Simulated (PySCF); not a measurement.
From one molecule to another.

First species: C6H12N2.
Atom-mapped SMILES: `[CH3:1][CH2:2][C:3]1=[N:4][N:5]([CH3:6])[CH2:7][CH2:8]1` (hydrogens: H9, H10, H11 on C1; H12, H13 on C2; H14, H15, H16 on C6; H17, H18 on C7; H19, H20 on C8)

Cartesian coordinates in Å at the GFN2-xTB level; atoms count from 1:
```
atom  x, y, z in Å
C1     2.8872    0.4308    0.2702
C2     1.6412    1.2222   -0.1321
C3     0.4047    0.4043   -0.0145
N4    -0.5026    0.6239    0.8505
N5    -1.4607   -0.3368    0.8090
C6    -2.7873    0.0696    1.1803
C7    -1.3008   -1.1617   -0.3959
C8     0.1138   -0.8149   -0.8728
H9     3.7693    1.0643    0.2145
H10    2.7857    0.0658    1.2892
H11    3.0336   -0.4200   -0.3912
H12    1.7509    1.5628   -1.1658
H13    1.5356    2.0949    0.5131
H14   -3.3217    0.5673    0.3581
H15   -3.3566   -0.8078    1.4887
H16   -2.7054    0.7594    2.0166
H17   -2.0618   -0.8950   -1.1434
H18   -1.4242   -2.2140   -0.1332
H19    0.1716   -0.5893   -1.9381
H20    0.8221   -1.6151   -0.6504
```

Second species: C6H17PSi.
Geometry (GFN2-xTB, Å), atoms numbered from 1 in this order:
```
atom  x, y, z in Å
C1     2.1369    1.0169    1.4724
C2     1.4681    0.4802    0.2085
C3     2.5090   -0.0810   -0.7539
C4     0.4416   -0.5901    0.5726
P5    -0.5563   -1.1687   -0.8894
C6    -1.7524   -2.2203    0.0547
C7    -1.6211    0.3209   -1.2061
Si8   -2.3703    1.3521    0.2112
H9     1.4014    1.4656    2.1370
H10    2.8779    1.7725    1.2204
H11    2.6367    0.2110    2.0065
H12    0.9478    1.3095   -0.2850
H13    3.2087    0.6941   -1.0591
H14    2.0206   -0.4810   -1.6410
H15    3.0689   -0.8847   -0.2795
H16   -0.2413   -0.2178    1.3426
H17    0.9576   -1.4691    0.9725
H18   -1.2395   -3.1297    0.3648
H19   -2.5755   -2.4975   -0.6016
H20   -2.1414   -1.7075    0.9320
H21   -2.4265   -0.0478   -1.8483
H22   -1.0218    0.9825   -1.8389
H23   -1.3353    2.1344    0.8904
H24   -3.3438    2.2654   -0.3901
H25   -3.0607    0.5140    1.1951
```

Levels: PBE0/pcSseg-1 for HOMO energy, LUMO energy and HOMO–LUMO gap. Geometries: GFN2-xTB. Each species is one conformer at its optimised geometry, gas phase, non-relativistic unless stated. Electronic properties by PySCF.

The conformers computed, where there is a choice (atom-mapped SMILES and torsion angles):
- `[CH3:1][CH:2]([CH3:3])[CH2:4][P:5]([CH3:6])[CH2:7][SiH3:8]`: C1–C2–C4–P5 174°, C2–C4–P5–C6 -173°, C4–P5–C7–Si8 -39°

The conformers of `CCC1=NN(C)CC1` aren't listed.

Values for the first species:

* HOMO energy: -5.53 eV
* LUMO energy: 0.60 eV
* HOMO–LUMO gap: 6.13 eV

**Question.** Estimate the same properties for the second species, and the change in each.

**Answer.** 
```
     property     first    second  second less first
  HOMO energy  -5.53 eV  -6.29 eV           -0.76 eV
  LUMO energy   0.60 eV   0.81 eV           +0.21 eV
HOMO–LUMO gap   6.13 eV   7.10 eV           +0.97 eV
```

